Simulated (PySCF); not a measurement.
Species: C7H7F.
Numbering: `[CH3:1][c:2]1[cH:3][cH:4][c:5]([F:6])[cH:7][cH:8]1` (hydrogens: H9, H10, H11 on C1; H12 on C3; H13 on C4; H14 on C7; H15 on C8)

Geometry (GFN2-xTB, Å), atoms numbered from 1 in this order:
```xyz
15
C7H7F angstrom
C      2.2162   -0.2348   -0.0476
C      0.7270   -0.0749   -0.0027
C     -0.0990   -1.1805    0.1622
C     -1.4753   -1.0463    0.1858
C     -2.0212    0.2150    0.0388
F     -3.3655    0.3572    0.0627
C     -1.2290    1.3348   -0.1308
C      0.1451    1.1788   -0.1499
H      2.5333   -1.0857    0.5503
H      2.5419   -0.4048   -1.0743
H      2.7145    0.6594    0.3185
H      0.3401   -2.1611    0.2740
H     -2.1214   -1.9002    0.3160
H     -1.6867    2.3049   -0.2445
H      0.7755    2.0462   -0.2807
```

Computed with TDDFT CAM-B3LYP/def2-SVPD, vertical, gas phase, core orbitals frozen in the response (PySCF).

Ground-to-excited transition dipoles (e·a0, same axes as the geometry; the sign carries no meaning), for the states with f of 0.002 or more among the lowest 8:

```
state  E (eV)      μx      μy      μz
   S1   5.336   0.041   0.395  -0.052
   S2   6.140  -0.390   0.044   0.029
   S4   7.086   1.980  -0.213  -0.063
   S5   7.161  -0.168  -1.624   0.215
   S6   7.421   0.149   0.009   0.191
   S8   7.615  -0.010  -0.105   0.014
```

Question: Work out the oscillator strengths.

Answer: f = (2/3) ΔE |μ|² with ΔE in hartree (27.2114 eV).

```json
{"state": "S1", "|μ|² (au)": "0.160", "|μ| (D)": "1.02", "f": "0.021"}
{"state": "S2", "|μ|² (au)": "0.155", "|μ| (D)": "1.00", "f": "0.023"}
{"state": "S4", "|μ|² (au)": "3.970", "|μ| (D)": "5.06", "f": "0.689"}
{"state": "S5", "|μ|² (au)": "2.713", "|μ| (D)": "4.19", "f": "0.476"}
{"state": "S6", "|μ|² (au)": "0.059", "|μ| (D)": "0.62", "f": "0.011"}
{"state": "S8", "|μ|² (au)": "0.011", "|μ| (D)": "0.27", "f": "0.002"}
```

Question: The point group is Cs. Which irreducible representation does each state belong to?

Answer: The ground state is totally symmetric, so the direction of μ fixes the label. Polarised normal to the mirror plane, so A″: S1, S5 and S8. Polarised in the mirror plane, so A′: S2, S4 and S6.

Question: Which bond between heavy atoms lies closest to the direction of the S4 transition dipole?

Answer: C1–C2, C5–F6, C3–C4 and C7–C8, at 0° from it; next C2–C8 and C2–C3 at 59°.

Question: What angle do the transition dipoles of S2 and S5 make?

Answer: |cos θ| = |μa·μb| / (|μa| |μb|) = 0.00, so θ ≈ 90° (taken between 0 and 90°, since the signs are arbitrary).

Question: What peak molar absorption coefficient would the strongest computed level give as a lone Gaussian band 0.3 eV wide at half height?

Answer: ε(max) = 2.175×10⁸ f / FWHM, with the width in cm⁻¹. S4: 2.175×10⁸ × 0.6892 / 2420 ≈ 62000 L mol⁻¹ cm⁻¹.
